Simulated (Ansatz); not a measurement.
```yaml
crystal:
  periodic: [false, false, false]
  atoms:
    - {symbol: C, position_ang: [-0.040316, -1.101834, 0.597208]}
    - {symbol: S, position_ang: [0.887441, -0.530251, -0.045495]}
    - {symbol: Sn, position_ang: [0.169216, 0.967562, -0.569457]}
    - {symbol: F, position_ang: [-0.881912, 0.574474, -1.279709]}
    - {symbol: F, position_ang: [0.879175, 1.592966, -1.270835]}
    - {symbol: F, position_ang: [-0.334168, 1.549779, 0.427501]}
    - {symbol: H, position_ang: [-0.291448, -0.584251, 1.326827]}
    - {symbol: H, position_ang: [-0.596862, -1.122512, 0.164885]}
    - {symbol: H, position_ang: [0.245124, -1.555578, 1.036237]}
basis:
  gaussian: {orbitals: def2-TZVP}
hamiltonian: {xc: {name: HSE06}}
```

```sh
$ ansatz run in.yaml --threads 4 --pin off --events-out ev --progress --plain --max-ram 11315MiB
```

Output, abridged:

```
Functional definition: HSE06
1512 factors; their error is unknown
84 factors; integrals over basis functions are off by at most 2.4e-7 eV
mean field evaluation 1: about -25774.2607 eV, gradient 1.3e2 eV
mean field evaluation 2: about -25754.8077 eV, gradient 1.6e2 eV
mean field evaluation 4: about -25797.4997 eV, gradient 9.5e0 eV
mean field evaluation 8: about -25797.6124 eV, gradient 3.5e-1 eV
mean field evaluation 16: about -25797.7517 eV, gradient 4.3e-4 eV
mean field -25797.75173522 eV, -948.0498899251 hartree, gradient 6.3e-5 eV, S^2 0.000000; 0 other end points of the search recorded, 0 dependent functions left out
reference -25797.75178632 eV, -948.0498918031 hartree; 37, 37 occupied and 192, 192 virtual orbitals, 1512 factors
Total energy: -25797.75178632 eV, -948.0498918031 hartree
```

Question: Something in this input is off. What?

Answer: The geometry is squeezed to about two thirds of its size. Self-consistency was reached. The result belongs to that input, not to the molecule as meant.

HSE06 is defined as in plane-wave codes.
